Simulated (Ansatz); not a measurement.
Reaction (ligand exchange at a Ge–C bond): `[CH3][GeH]([Cl])[CH]=O` + HCl → `[CH3][GeH]([Cl])[Cl]` + `C=O`

Gas-phase electronic energies from Ansatz, PBE0-D4/def2-TZVP geometries. CCSD(T)/CBS adds triple-zeta CCSD(T) − MP2 to the extrapolated MP2 energy (def2 sets, frozen cores). This one scheme is used for every species. DFT in def2-TZVPP. B3LYP here is the variant with VWN-RPA as its local correlation; programs differ in this. For Ge outer-core shells are correlated without core-valence functions, which leaves a few kJ/mol of doubt a bond. Scalar relativity is left out up to krypton. Each species was taken in one conformer, which may not be the lowest.

```csv
level,ΔE (kcal/mol),difference from CCSD(T)/CBS
PBE0-D4,-23.0,0.1
ωB97X-V,-23.6,-0.5
ωB97M-V,-23.5,-0.4
B2PLYP,-23.7,-0.6
r2SCAN,-23.1,0.0
B3LYP,-23.2,-0.1
HF/def2-TZVPP,-27.8,-4.7
MP2/def2-TZVPP,-24.0,-0.9
CCSD/def2-TZVPP,-23.2,-0.1
MP2/CBS(def2),-24.4,-1.3
CCSD(T)/CBS,-23.1,0
```

Largest T1 diagnostic among the species: 0.015.

From PBE to PBE0 (25 % exact exchange), in def2-TZVPP and without D4, ΔE moves by −1.7 kcal/mol. In def2-TZVPP, CCSD(T) changes the Hartree–Fock value by +5.1 kcal/mol (the triples alone add +0.5 kcal/mol) and MP2 by +3.8 kcal/mol.
